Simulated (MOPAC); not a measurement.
The molecule ZnF, multiplicity 2 (the spin of the measured ground state). No spin–orbit coupling. Zn is treated without relativity.

Seven points along R, fitted to fifth degree in 1/R; most abundant isotopes. In def2 and cc sets the state is the lowest found near the PBE0 minimum, followed along R.

The state that PM3 reach isn't checked.

Codes used: MOPAC for PM3 (differences of heats of formation). Values without a source in brackets are computed.

Energies at PM3:

```json
[
 {"R (Å)": "1.661403", "E (hartree)": "0.00936316"},
 {"R (Å)": "1.706065", "E (hartree)": "0.00591862"},
 {"R (Å)": "1.747153", "E (hartree)": "0.00455235"},
 {"R (Å)": "1.793601", "E (hartree)": "0.00468877"},
 {"R (Å)": "1.840049", "E (hartree)": "0.00622754"},
 {"R (Å)": "1.893642", "E (hartree)": "0.00930606"},
 {"R (Å)": "1.956168", "E (hartree)": "0.01413972"}
]
```

Task: With a reduced mass of 14.6459 u, find the minimum, the force constant and the constants.

Result: A fifth-degree polynomial in 1/R puts the minimum at r_e = 1.7660 Å with force constant 329 N/m. Then ω_e = (1/2πc)√(k/μ) = 617 cm⁻¹ and B_e = h/(8π²cμr_e²) = 0.3691 cm⁻¹; the cubic and quartic terms give α_e = 0.0029 and ω_e x_e = 4.5 cm⁻¹.
